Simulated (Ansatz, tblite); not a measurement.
Cost and result up the ladder for [Cu(SH)2]- (CuH₂S₂⁻) (5 atoms). Total charge -1; singlet. Geometry: r2SCAN-D4/def2-TZVPD.

```xyz
5

Cu   -0.1837   -0.2155    0.2159
S     0.8878   -1.9274   -0.5334
H     0.8095   -1.6027   -1.8394
S    -1.2850    1.4615    1.0002
H    -0.2286    2.2841    1.1567
```

Ansatz on 4 threads of Arm Neoverse V2 on a shared host; xTB runs through tblite on one thread. Times are rough, summed over both states, and most runs start from the orbitals of an earlier one. PBE0-D4/def2-TZVPD serves as the yardstick here, not as an exact answer. The other state is a triplet.

The xTB rows come from tblite. HOMO above LUMO, or a gap near zero within one spin, warns that the state may not be the lowest or that an electron is smeared out.

xTB has no spin-polarisation term.

| level | functions | wall time | vertical triplet (eV) | difference from PBE0-D4/def2-TZVPD (eV) | remarks |
| --- | --- | --- | --- | --- | --- |
| GFN1-xTB | 31 | 0.008 s | 6.96 | 3.03 | – |
| GFN2-xTB | 29 | 0.016 s | 5.46 | 1.53 | – |
| PBE-D4/def2-TZVPD | 158 | 5.5 s | 3.52 | -0.41 | HOMO above zero (triplet), gap within one spin near zero (triplet) |
| PBE0-D4/def2-TZVPD (with forces) | 158 | 16 s | 3.93 | 0.00 | HOMO above zero (triplet) |
